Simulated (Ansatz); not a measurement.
These are PBE0-D3(BJ)/def2-SVP in Ansatz (a first-principles code) values and carry that method's errors. No frequencies were computed at this level.

Ansatz 0.2 input:
```yaml
crystal:
  periodic: [false, false, false]
  atoms:
    - { symbol: Ga, position_ang: [-0.315494, -0.102287, 0.186039] }
    - { symbol: C, position_ang: [-0.300731, -1.187319, -1.539068] }
    - { symbol: H, position_ang: [-0.61612, -0.583787, -2.396123] }
    - { symbol: H, position_ang: [-0.98897, -2.035595, -1.477059] }
    - { symbol: H, position_ang: [0.686638, -1.599578, -1.771567] }
    - { symbol: C, position_ang: [-1.921792, 1.079398, 0.622793] }
    - { symbol: H, position_ang: [-2.818496, 0.464646, 0.747523] }
    - { symbol: H, position_ang: [-2.137821, 1.790126, -0.181631] }
    - { symbol: H, position_ang: [-1.801906, 1.650951, 1.548674] }
    - { symbol: C, position_ang: [0.770806, -0.840436, 1.763856] }
    - { symbol: H, position_ang: [1.608666, -1.471168, 1.449803] }
    - { symbol: H, position_ang: [0.095617, -1.489148, 2.332219] }
    - { symbol: H, position_ang: [1.154681, -0.104183, 2.47784] }
    - { symbol: C, position_ang: [2.824119, 1.00104, -0.48669] }
    - { symbol: S, position_ang: [1.23151, 1.83989, -0.704648] }
    - { symbol: C, position_ang: [1.212258, 2.84131, 0.806407] }
    - { symbol: H, position_ang: [2.835945, 0.470698, 0.461711] }
    - { symbol: H, position_ang: [3.619917, 1.739124, -0.530325] }
    - { symbol: H, position_ang: [2.924054, 0.298037, -1.308262] }
    - { symbol: H, position_ang: [1.159759, 2.195561, 1.680621] }
    - { symbol: H, position_ang: [0.328166, 3.469299, 0.754976] }
    - { symbol: H, position_ang: [2.105618, 3.458486, 0.831037] }
basis:
  gaussian: { orbitals: def2-svp }
hamiltonian:
  xc: pbe0
  dispersion: d3bj
relax:
  max_steps: 150
```

Output:

```
Functional definition: PBE0
2147 factors; integrals over basis functions are off by at most 3.3e-4 eV
mean field evaluation 1: about -68594.8197 eV, gradient 8.6e1 eV
mean field evaluation 2: about -68588.7731 eV, gradient 9.6e1 eV
mean field evaluation 4: about -68612.3020 eV, gradient 2.9e0 eV
mean field evaluation 8: about -68612.3506 eV, gradient 1.0e-1 eV
mean field evaluation 16: about -68612.3507 eV, gradient 6.0e-5 eV
mean field -68612.35066590 eV, -2521.4573798501 hartree, gradient 6.0e-5 eV, S^2 0.000000; 0 other end points of the search recorded, 0 dependent functions left out
reference -68612.35070138 eV, -2521.4573811542 hartree; 46, 46 occupied and 149, 149 virtual orbitals, 2147 factors
relax step   1: F+E_penalty+E_count = -68612.86091502 eV  Δ(F+E_penalty+E_count) = +0.000e0 eV  max|allowed force component| = 6.701e-1 eV/Å  Δτ_max = 0.0000 Å  (27 SCF iters, accepted)
these checks for a lower state are left out or cut short: starts, cluster_reference, orbital_swaps, neighbouring_geometries, increment
2147 factors; integrals over basis functions are off by at most 3.5e-4 eV
mean field -68612.44977704 eV, -2521.4610221172 hartree, gradient 1.4e-5 eV, S^2 0.000000; 0 other end points of the search recorded, 0 dependent functions left out
reference -68612.44981276 eV, -2521.4610234300 hartree; 46, 46 occupied and 149, 149 virtual orbitals, 2147 factors
relax step   2: F+E_penalty+E_count = -68612.96236037 eV  Δ(F+E_penalty+E_count) = -1.014e-1 eV  max|allowed force component| = 3.273e-1 eV/Å  Δτ_max = 0.1937 Å  (28 SCF iters, accepted)
these checks for a lower state are left out or cut short: starts, cluster_reference, orbital_swaps, neighbouring_geometries, increment
2147 factors; integrals over basis functions are off by at most 3.6e-4 eV
mean field -68612.46280210 eV, -2521.4615007797 hartree, gradient 6.7e-6 eV, S^2 0.000000; 0 other end points of the search recorded, 0 dependent functions left out
reference -68612.46283750 eV, -2521.4615020803 hartree; 46, 46 occupied and 149, 149 virtual orbitals, 2147 factors
relax step   3: F+E_penalty+E_count = -68612.98023692 eV  Δ(F+E_penalty+E_count) = -1.788e-2 eV  max|allowed force component| = 2.045e-1 eV/Å  Δτ_max = 0.0583 Å  (29 SCF iters, accepted)
these checks for a lower state are left out or cut short: starts, cluster_reference, orbital_swaps, neighbouring_geometries, increment
2147 factors; integrals over basis functions are off by at most 3.6e-4 eV
mean field evaluation 32: about -68612.4212 eV, gradient 1.6e0 eV
mean field -68612.46750685 eV, -2521.4616736758 hartree, gradient 6.2e-6 eV, S^2 0.000000; 0 other end points of the search recorded, 0 dependent functions left out
reference -68612.46754228 eV, -2521.4616749781 hartree; 46, 46 occupied and 149, 149 virtual orbitals, 2147 factors
relax step   4: F+E_penalty+E_count = -68612.98400495 eV  Δ(F+E_penalty+E_count) = -3.768e-3 eV  max|allowed force component| = 1.313e-1 eV/Å  Δτ_max = 0.0434 Å  (29 SCF iters, accepted)
these checks for a lower state are left out or cut short: starts, cluster_reference, orbital_swaps, neighbouring_geometries, increment
2147 factors; integrals over basis functions are off by at most 3.7e-4 eV
mean field -68612.47052415 eV, -2521.4617845594 hartree, gradient 6.4e-6 eV, S^2 0.000000; 0 other end points of the search recorded, 0 dependent functions left out
reference -68612.47055973 eV, -2521.4617858672 hartree; 46, 46 occupied and 149, 149 virtual orbitals, 2147 factors
relax step   5: F+E_penalty+E_count = -68612.98441186 eV  Δ(F+E_penalty+E_count) = -4.069e-4 eV  max|allowed force component| = 9.182e-2 eV/Å  Δτ_max = 0.0618 Å  (29 SCF iters, accepted)
these checks for a lower state are left out or cut short: starts, cluster_reference, orbital_swaps, neighbouring_geometries, increment
2147 factors; integrals over basis functions are off by at most 3.6e-4 eV
mean field -68612.46934101 eV, -2521.4617410799 hartree, gradient 6.4e-6 eV, S^2 0.000000; 0 other end points of the search recorded, 0 dependent functions left out
reference -68612.46937649 eV, -2521.4617423837 hartree; 46, 46 occupied and 149, 149 virtual orbitals, 2147 factors
relax step   6: F+E_penalty+E_count = -68612.98518515 eV  Δ(F+E_penalty+E_count) = -7.733e-4 eV  max|allowed force component| = 6.813e-2 eV/Å  Δτ_max = 0.0690 Å  (29 SCF iters, accepted)
these checks for a lower state are left out or cut short: starts, cluster_reference, orbital_swaps, neighbouring_geometries, increment
2147 factors; integrals over basis functions are off by at most 3.7e-4 eV
mean field -68612.47099061 eV, -2521.4618017016 hartree, gradient 7.9e-6 eV, S^2 0.000000; 0 other end points of the search recorded, 0 dependent functions left out
reference -68612.47102608 eV, -2521.4618030051 hartree; 46, 46 occupied and 149, 149 virtual orbitals, 2147 factors
relax step   7: F+E_penalty+E_count = -68612.98662326 eV  Δ(F+E_penalty+E_count) = -1.438e-3 eV  max|allowed force component| = 1.175e-2 eV/Å  Δτ_max = 0.0318 Å  (28 SCF iters, accepted)
these checks for a lower state are left out or cut short: starts, cluster_reference, orbital_swaps, neighbouring_geometries, increment
2147 factors; integrals over basis functions are off by at most 3.7e-4 eV
mean field evaluation 64: about -68612.4713 eV, gradient 1.2e-5 eV
mean field -68612.47129272 eV, -2521.4618128040 hartree, gradient 1.2e-5 eV, S^2 0.000000; 0 other end points of the search recorded, 0 dependent functions left out
reference -68612.47132819 eV, -2521.4618141076 hartree; 46, 46 occupied and 149, 149 virtual orbitals, 2147 factors
relax step   8: F+E_penalty+E_count = -68612.98679124 eV  Δ(F+E_penalty+E_count) = -1.680e-4 eV  max|allowed force component| = 2.610e-3 eV/Å  Δτ_max = 0.0129 Å  (22 SCF iters, accepted)
these checks for a lower state are left out or cut short: starts, cluster_reference, orbital_swaps, neighbouring_geometries, increment
2147 factors; integrals over basis functions are off by at most 3.7e-4 eV
mean field -68612.47172655 eV, -2521.4618287470 hartree, gradient 6.1e-6 eV, S^2 0.000000; 0 other end points of the search recorded, 0 dependent functions left out
reference -68612.47176203 eV, -2521.4618300507 hartree; 46, 46 occupied and 149, 149 virtual orbitals, 2147 factors
relax step   9: F+E_penalty+E_count = -68612.98709233 eV  Δ(F+E_penalty+E_count) = -3.011e-4 eV  max|allowed force component| = 2.404e-2 eV/Å  Δτ_max = 0.0447 Å  (29 SCF iters, accepted)
these checks for a lower state are left out or cut short: starts, cluster_reference, orbital_swaps, neighbouring_geometries, increment
2147 factors; integrals over basis functions are off by at most 3.7e-4 eV
mean field -68612.47218521 eV, -2521.4618456024 hartree, gradient 6.0e-6 eV, S^2 0.000000; 0 other end points of the search recorded, 0 dependent functions left out
reference -68612.47222070 eV, -2521.4618469066 hartree; 46, 46 occupied and 149, 149 virtual orbitals, 2147 factors
relax step  10: F+E_penalty+E_count = -68612.98725085 eV  Δ(F+E_penalty+E_count) = -1.585e-4 eV  max|allowed force component| = 1.599e-2 eV/Å  Δτ_max = 0.0425 Å  (28 SCF iters, accepted)
these checks for a lower state are left out or cut short: starts, cluster_reference, orbital_swaps, neighbouring_geometries, increment
2147 factors; integrals over basis functions are off by at most 3.7e-4 eV
mean field -68612.47228447 eV, -2521.4618492503 hartree, gradient 7.1e-6 eV, S^2 0.000000; 0 other end points of the search recorded, 0 dependent functions left out
reference -68612.47231998 eV, -2521.4618505550 hartree; 46, 46 occupied and 149, 149 virtual orbitals, 2147 factors
relax step  11: F+E_penalty+E_count = -68612.98733823 eV  Δ(F+E_penalty+E_count) = -8.738e-5 eV  max|allowed force component| = 1.411e-2 eV/Å  Δτ_max = 0.0271 Å  (27 SCF iters, accepted)
these checks for a lower state are left out or cut short: starts, cluster_reference, orbital_swaps, neighbouring_geometries, increment
2147 factors; integrals over basis functions are off by at most 3.7e-4 eV
mean field -68612.47227981 eV, -2521.4618490789 hartree, gradient 7.1e-6 eV, S^2 0.000000; 0 other end points of the search recorded, 0 dependent functions left out
reference -68612.47231531 eV, -2521.4618503834 hartree; 46, 46 occupied and 149, 149 virtual orbitals, 2147 factors
relax step  12: F+E_penalty+E_count = -68612.98741386 eV  Δ(F+E_penalty+E_count) = -7.562e-5 eV  max|allowed force component| = 1.730e-2 eV/Å  Δτ_max = 0.0205 Å  (28 SCF iters, accepted)
these checks for a lower state are left out or cut short: starts, cluster_reference, orbital_swaps, neighbouring_geometries, increment
2147 factors; integrals over basis functions are off by at most 3.7e-4 eV
mean field evaluation 96: about -68612.4723 eV, gradient 1.7e-3 eV
mean field -68612.47226733 eV, -2521.4618486201 hartree, gradient 9.4e-6 eV, S^2 0.000000; 0 other end points of the search recorded, 0 dependent functions left out
reference -68612.47230283 eV, -2521.4618499249 hartree; 46, 46 occupied and 149, 149 virtual orbitals, 2147 factors
relax step  13: F+E_penalty+E_count = -68612.98745067 eV  Δ(F+E_penalty+E_count) = -3.681e-5 eV  max|allowed force component| = 1.035e-2 eV/Å  Δτ_max = 0.0171 Å  (22 SCF iters, accepted)
these checks for a lower state are left out or cut short: starts, cluster_reference, orbital_swaps, neighbouring_geometries, increment
2147 factors; integrals over basis functions are off by at most 3.7e-4 eV
mean field -68612.47238085 eV, -2521.4618527919 hartree, gradient 2.2e-5 eV, S^2 0.000000; 0 other end points of the search recorded, 0 dependent functions left out
reference -68612.47241636 eV, -2521.4618540969 hartree; 46, 46 occupied and 149, 149 virtual orbitals, 2147 factors
relax step  14: F+E_penalty+E_count = -68612.98748806 eV  Δ(F+E_penalty+E_count) = -3.739e-5 eV  max|allowed force component| = 7.837e-3 eV/Å  Δτ_max = 0.0100 Å  (22 SCF iters, accepted)
2147 factors; integrals over basis functions are off by at most 3.7e-4 eV
mean field -68612.47238085 eV, -2521.4618527919 hartree, gradient 2.2e-5 eV, S^2 0.000000; 1 other end points of the search recorded, 0 dependent functions left out
reference -68612.47241636 eV, -2521.4618540969 hartree; 46, 46 occupied and 149, 149 virtual orbitals, 2147 factors
Total energy: -68612.98752357 eV, -2521.4807839379 hartree
Atom 0 at    -0.358288    -0.097005     0.181087 Å, force     0.000301    -0.005322     0.007837 eV/Å
Atom 1 at    -0.277745    -1.162488    -1.496929 Å, force     0.003925     0.001603    -0.002033 eV/Å
Atom 2 at    -0.624638    -0.586911    -2.369663 Å, force    -0.000319    -0.001161     0.000012 eV/Å
Atom 3 at    -0.931116    -2.046843    -1.409771 Å, force    -0.001255     0.000770     0.000333 eV/Å
Atom 4 at     0.736936    -1.536598    -1.710279 Å, force    -0.001816     0.000278    -0.000043 eV/Å
Atom 5 at    -1.956399     1.035413     0.534563 Å, force     0.002493     0.001796    -0.001644 eV/Å
Atom 6 at    -2.817619     0.394313     0.787195 Å, force     0.000384    -0.001657    -0.000724 eV/Å
Atom 7 at    -2.245389     1.630257    -0.346566 Å, force    -0.001863     0.001391    -0.001455 eV/Å
Atom 8 at    -1.810049     1.721788     1.384203 Å, force    -0.000226     0.001358     0.001156 eV/Å
Atom 9 at     0.662743    -0.772861     1.757100 Å, force     0.000968     0.000760     0.002192 eV/Å
Atom 10 at     1.618363    -1.248439     1.482884 Å, force    -0.004168     0.001505     0.001938 eV/Å
Atom 11 at     0.058176    -1.547021     2.260253 Å, force     0.004278     0.002747    -0.002539 eV/Å
Atom 12 at     0.865314     0.002624     2.514266 Å, force    -0.001253    -0.004174    -0.004001 eV/Å
Atom 13 at     2.818260     0.990790    -0.562243 Å, force    -0.003865     0.000824    -0.000232 eV/Å
Atom 14 at     1.209405     1.803226    -0.571475 Å, force    -0.000715     0.002371    -0.002243 eV/Å
Atom 15 at     1.323859     2.807101     0.920843 Å, force    -0.000666    -0.004042    -0.002061 eV/Å
Atom 16 at     2.966843     0.435608     0.374170 Å, force     0.001431    -0.001387     0.001457 eV/Å
Atom 17 at     3.619362     1.729094    -0.707201 Å, force    -0.000236     0.000378     0.000350 eV/Å
Atom 18 at     2.818910     0.284945    -1.403641 Å, force     0.001731    -0.001239    -0.000816 eV/Å
Atom 19 at     1.512524     2.176027     1.800569 Å, force     0.000656     0.001555     0.000047 eV/Å
Atom 20 at     0.353760     3.308204     1.037793 Å, force     0.000284     0.001267     0.001033 eV/Å
Atom 21 at     2.113211     3.563840     0.810967 Å, force    -0.000070     0.000377     0.001436 eV/Å
Dipole moment:     0.638856     0.457292     0.082851 e Å
```

Cost: very roughly 4 core-minutes.
